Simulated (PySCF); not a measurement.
**Si⁸⁺ (silicon, charge +8) across methods**

[He] 2s2 2p2, high-spin 3P determinant. All numbers are calculated (PySCF 2.14, no relativity, point nucleus, in an even-tempered Gaussian basis (18 s from 0.72 bohr⁻², ratio 2.2; 11 p from 0.94 bohr⁻², ratio 2.2; 6 d from 5.3 bohr⁻², ratio 2.4; 5 f from 8 bohr⁻², ratio 2.4; 5 g from 12 bohr⁻², ratio 2.4)). The B2PLYP total includes its PT2 part (frozen core); its orbital energies are those of the SCF part.

```tsv
method	E (hartree)	mean ε 2s α (eV)	mean ε 2s β (eV)	mean ε 2p α (eV)	Σ⟨r²⟩ (bohr²)	⟨S²⟩
r2SCAN	-251.6213	-364.53	-352.81	-330.64	1.119	2.001
UHF	-251.46905	-388.17	-367.78	-352.42	1.118	2.001
BP86	-251.6726	-361.56	-352.33	-327.99	1.119	2.000
PBE	-251.5216	-361.41	-351.91	-327.92	1.121	2.000
B2PLYP	-251.6675	-375.77	-360.79	-341.24	1.120	2.001
LDA	-250.4896	-360.43	-351.05	-327.28	1.124	2.000
PBE0	-251.5504	-368.35	-356.35	-334.24	1.120	2.000
```
